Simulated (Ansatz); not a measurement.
CHGeNO, SMILES `[C-]#[N+][Ge][OH]` (lower singlet) (charge 0, multiplicity 1). This singlet lies 2.82 eV below the relaxed triplet at the level frozen-core CCSD(T)/cc-pVTZ // B3LYP-D3(BJ)/def2-TZVP (Ansatz, a first-principles code).

Cartesian coordinates (Å):
```xyz
5

C      2.2001    -0.2687    -0.3166
N      1.1153     0.1708    -0.2096
Ge    -0.4789     1.2364    -0.0545
O     -1.6155    -0.1289     0.0605
H     -1.2210    -1.0097     0.0238
```
Charge 0, spin multiplicity 1.

Question: Give the natural occupations of the active orbitals, the CASSCF energy and the corrected energy for frozen-core fic-MRCISD+Q@CASSCF(2e,2o)/cc-pVTZ // B3LYP-D3(BJ)/def2-TZVP run with Ansatz.

Answer: 
| Item | Value |
|---|---|
| natural occupations | 1.95, 0.05 |
| CASSCF energy | -2243.2700 Ha |
| corrected energy | -2243.9827 Ha |
| weight of the reference | 0.865 |
